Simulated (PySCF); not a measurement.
B3LYP has the VWN-RPA correlation part, as in Gaussian. 

```xyz
13

C      2.2006    -0.4240     0.2870
C      0.8735     0.2387     0.2277
C      0.1665     1.0736     0.9931
Si    -0.7372     0.6419    -0.5097
C     -2.1876    -0.5383    -0.5380
H      2.0892    -1.5102     0.2428
H      2.7453    -0.1663     1.1991
H      2.8086    -0.1377    -0.5748
H      0.3409     1.5583     1.9463
H     -0.8303     1.6037    -1.6338
H     -2.1170    -1.2556     0.2805
H     -3.1302     0.0054    -0.4399
H     -2.2222    -1.0896    -1.4805
```

Charge 0, multiplicity 1.

Q: Give the Mulliken and meta-Löwdin atomic charges from B3LYP-D3(BJ)/def2-TZVP (PySCF).

A: 
| atom | Mulliken (e) | meta-Löwdin (e) |
|---|---|---|
| C1 | -0.33 | -0.33 |
| C2 | -0.06 | -0.17 |
| C3 | -0.22 | -0.36 |
| Si4 | 0.29 | 0.72 |
| C5 | -0.46 | -0.60 |
| H6 | 0.12 | 0.13 |
| H7 | 0.11 | 0.11 |
| H8 | 0.12 | 0.13 |
| H9 | 0.12 | 0.12 |
| H10 | -0.07 | -0.13 |
| H11 | 0.13 | 0.13 |
| H12 | 0.12 | 0.13 |
| H13 | 0.12 | 0.13 |
